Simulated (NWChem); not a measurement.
System meant: TaNH₂OF₂; SMILES [NH2][Ta](=[O])([F])[F]

Here is an NWChem input.

```
start job
memory heap 200 mb stack 900 mb global 1100 mb
geometry units angstroms noautoz
  Ta     0.011592    -0.020262     0.000000
  O      1.654027     0.466325     0.000000
  F     -0.371932    -1.003769     1.568599
  F     -0.371932    -1.003769    -1.568599
  N     -0.959529     1.682255     0.000000
  H     -0.531159     2.604223     0.000000
  H     -1.974404     1.768362     0.000000
end
basis spherical
  Ta library def2-svp
  O library def2-svp
  F library def2-svp
  N library def2-svp
  H library def2-svp
end
dft
  xc xpbe96 cpbe96
  iterations 150
  mulliken
end
task dft energy
```

End of the output:

```
          Convergence Information
          -----------------------
          Convergence aids based upon iterative change in
          total energy or number of iterations.
          Levelshifting, if invoked, occurs when the
          HOMO/LUMO gap drops below (HL_TOL):  1.00D-02
          DIIS, if invoked, will attempt to extrapolate
          using up to (NFOCK): 10 stored Fock matrices.

                    Damping( 0%)  Levelshifting(0.5)       DIIS
                  --------------- ------------------- ---------------
          dE  on:    start            ASAP                start
          dE off:    2 iters        150 iters           150 iters

      Screening Tolerance Information
      -------------------------------
          Density screening/tol_rho:  1.00D-10
          AO Gaussian exp screening on grid/accAOfunc:  14
          CD Gaussian exp screening on grid/accCDfunc:  20
          XC Gaussian exp screening on grid/accXCfunc:  20
          Schwarz screening/accCoul:  1.00D-08

      Superposition of Atomic Density Guess
      -------------------------------------

      charge =      73.0 Ta (Tantalum)

      symmetry species            s     p     d     f
      number of basis functions = 7     6     5     1
      number of cont. functions = 6     3     2     1
      number of closed shells   = 6     4     2     1
      number of open shells     = 0     0     1     0
      open shell occupation     = 0     0     3     0
 ------------------------------------------------------------------------
 atomscf:atomd: error in atom scf                   0
 ------------------------------------------------------------------------
 ------------------------------------------------------------------------
  current input line :
    24: task dft energy
 ------------------------------------------------------------------------
 ------------------------------------------------------------------------
 This error has not yet been assigned to a category
 ------------------------------------------------------------------------
 For more information see the NWChem manual at https://nwchemgit.github.io

0:atomscf:atomd: error in atom scf:Received an Error in Communication
```

### Question
What is wrong, and how is it mended?

### Answer
The run crashed. Cause: the def2 basis of a heavy element holds valence functions alone and wants its effective core potential (without it all electrons must fit into that basis). This input runs:
```
start job
memory heap 200 mb stack 900 mb global 1100 mb
geometry units angstroms noautoz
  Ta     0.011592    -0.020262     0.000000
  O      1.654027     0.466325     0.000000
  F     -0.371932    -1.003769     1.568599
  F     -0.371932    -1.003769    -1.568599
  N     -0.959529     1.682255     0.000000
  H     -0.531159     2.604223     0.000000
  H     -1.974404     1.768362     0.000000
end
basis spherical
  * library def2-svp
end
ecp
  Ta library def2-ecp
end
dft
  xc xpbe96 cpbe96
  iterations 150
  mulliken
end
task dft energy
```
It converges to -387.59687 Ha (PBE/def2-SVP with def2 effective core potentials on Ta).
